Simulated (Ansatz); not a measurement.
Total energies of the cluster KNa2⁺ (the lowest singlet isomer of a short search) from Ansatz at r2SCAN/def2-TZVP, gas phase (1 Eh = 27.2114 eV = 2625.5 kJ/mol). The reference geometry is relaxed at PBE/def2-TZVP.

```xyz
3

Na   -0.842    1.403    1.223
Na   -0.431   -1.825    0.811
K     1.273    0.421   -2.034
```

```tsv
state	geometry	energy (Eh)
charge 1 singlet	reference	-924.25762
charge 0 doublet	reference	-924.39042
charge 1 triplet	relaxed at PBE/def2-TZVP	-924.23781
charge 1 quintet	relaxed at PBE/def2-TZVP	-923.49390
```

**Question.** Work out the vertical electron affinity, to the doublet.

**Answer.** E(charge 1 singlet) − E(charge 0 doublet) = -924.25762 − (-924.39042) = 0.13280 Eh = 3.61 eV.

**Question.** Which of the charge 1 states is lowest, and how far above it are the others?

**Answer.** The singlet. triplet: -924.23781 − (-924.25762) = 0.01981 Eh = 52.0 kJ/mol; quintet: -923.49390 − (-924.25762) = 0.76372 Eh = 2005.1 kJ/mol. The triplet differs in its bonds from the reference. The quintet differs in its bonds from the reference.

The structure comes from a short search, and lower isomers may exist.
